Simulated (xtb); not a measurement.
B(AsH2)(F)(H) (AsBFH3), SMILES FB[AsH2]. All values are semi-empirical tight-binding results from xtb (GFN2-xTB unless named), good for trends rather than for accurate numbers. Geometry: GFN2-xTB.

Optimised geometry:

Bonded distances (Å): B1–As2 2.011, B1–F5 1.317, B1–H6 1.179, As2–H3 1.500, As2–H4 1.498. Bond angles (°): As2–B1–F5 119.2, As2–B1–H6 125.5, F5–B1–H6 115.1, B1–As2–H3 93.5, B1–As2–H4 93.7, H3–As2–H4 91.0.

Computed properties:
```yaml
orbital_gap: 3.44 eV
zero_point_energy: 17.9 kcal/mol
G − E(el) at 298.15 K (modified RRHO): 0.4 kcal/mol
static polarisability (D4 model): 47.2 bohr³
solvation energy, GFN2-xTB/ALPB(water): -1.6 kcal/mol
solvation energy, GFN2-xTB/ALPB(methanol): -2.9 kcal/mol
```

Computed atomic charges and the Wiberg bond orders between heavy atoms:
charges (e) B1 0.35, As2 0.04, H3 -0.02, H4 -0.01, F5 -0.25, H6 -0.10. Bond orders B1–As2 1.05, B1–F5 1.15.
